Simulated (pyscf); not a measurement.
## H₂N–Si(=O)–OH (SMILES N[Si](=O)O), singlet

Gas-phase minimum from PySCF at ωB97X-D3(BJ)/def2-SVP, one conformer. 

```
Si
O 1 1.5253
O 1 1.6428 2 126.77
H 3 0.9645 1 114.86 2 0.00
N 1 1.6810 2 128.38 3 -179.99
H 5 1.0125 1 122.24 2 -0.03
H 5 1.0129 6 114.53 1 -179.96
```
Charge 0, spin multiplicity 1.

Properties at ωB97X-D3(BJ)/def2-SVP:

```
Item                                                                                                                                                                                                 Result
---------------------------------------------------------------------------------------------------------------------  ------------------------------------------------------------------------------------
Harmonic wavenumbers, unscaled                                                                                         282, 319, 359, 387, 401, 480, 788, 834, 866, 1003, 1313, 1532, 3644, 3754, 3920 cm⁻¹
Zero-point energy                                                                                                                                                                             28.4 kcal/mol
Rotational symmetry number                                                                                                                                                                                1
Entropy of this conformer at 298 K and 1 atm, rigid rotor and harmonic oscillator, modes under 100 cm⁻¹ raised to 100                                                                       297.6 J/(mol K)
Dipole moment                                                                                                                                                                                        3.62 D
```

Single-point totals, which compare only within one level (frozen core for MP2 and CC):

```csv
level,total energy (hartree)
ωB97X-D3(BJ)/def2-TZVP,-496.76532
PBE/def2-TZVP,-496.33891
r²SCAN/def2-TZVP,-496.58256
B3LYP-D3(BJ)/def2-TZVP,-496.73875
PBE0-D3(BJ)/def2-TZVP,-496.36480
M06-2X/def2-TZVP,-496.61240
ωB97M-D3(BJ)/def2-TZVP,-496.80160
HF/def2-TZVPP,-495.06875
MP2/def2-TZVPP,-495.87031
CCSD/def2-TZVPP,-495.87754
CCSD(T)/def2-TZVPP,-495.90972
```

The CCSD(T) − MP2 part came from Ansatz, without density fitting, on the same reference.
